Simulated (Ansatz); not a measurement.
Calculated with Ansatz (gas phase, PBE0-D4/def2-TZVP geometries, no zero-point term in ΔE). CBS: MP2 limit from def2 TZ/QZ plus the TZ coupled-cluster correction, frozen cores. This one scheme is used for every species, atoms too. Functionals use def2-TZVPP. HSE06 is defined as in plane-wave codes. No spin–orbit coupling; open shells (•) take unrestricted orbitals. Spin–orbit coupling would lower the free atoms: a little for O. Bonds to As are less sure, by a few kJ/mol each and by 10 to 20 or more in all where they break to atoms, as the def2 sets lack core-valence functions. Scalar relativity is left out up to krypton. One conformer a species, not always the lowest.

Reaction (atomization): `O[AsH]O` → As• + 3 H• + 2 O•

`O[AsH]O`:

```xyz
6

O    -0.106    0.661    1.268
As    0.104    0.550   -0.505
O     0.116   -1.222   -0.740
H    -1.010    0.917    1.468
H     1.621    0.596   -0.380
H    -0.725   -1.502   -1.111
```

(1) What is ΔE at CCSD(T)/CBS? (Estimate.)

(2) What do these levels give: LDA (SPW92), revPBE-D4, HSE06-D4, r2SCANh, HF/def2-SVP, CCSD/def2-SVP? (An estimate is asked.)

Largest T1 diagnostic among the species: 0.013.

Results:

(1) Computed: +1894.8 kJ/mol.

(2) Computed: LDA (SPW92) 2259.3, revPBE-D4 1870.7, HSE06-D4 1852.3, r2SCANh 1852.6, HF/def2-SVP 1091.2, CCSD/def2-SVP 1647.1 kJ/mol.

At CCSD(T), def2-SVP lies −221.0 kJ/mol from the extrapolated value and def2-TZVPP −70.8 kJ/mol: correlation converges slowly with the basis, and small sets miss more of it in the bonded molecule than in its fragments. In def2-TZVPP, CCSD(T) changes the Hartree–Fock value by +690.8 kJ/mol (the triples alone add +43.0 kJ/mol) and MP2 by +731.7 kJ/mol; breaking electron pairs costs correlation energy, which Hartree–Fock lacks. From r2SCAN to r2SCAN0 (25 % exact exchange), in def2-TZVPP and without D4, ΔE moves by −73.2 kJ/mol: exact exchange takes away binding that semilocal exchange gives to molecules.

For atomizations the MP2-based limit and the directly extrapolated one differ by several kJ/mol either way, and by 10 to 25 for some Ge, Se and Sn compounds, so smaller differences from it don't rank the levels.
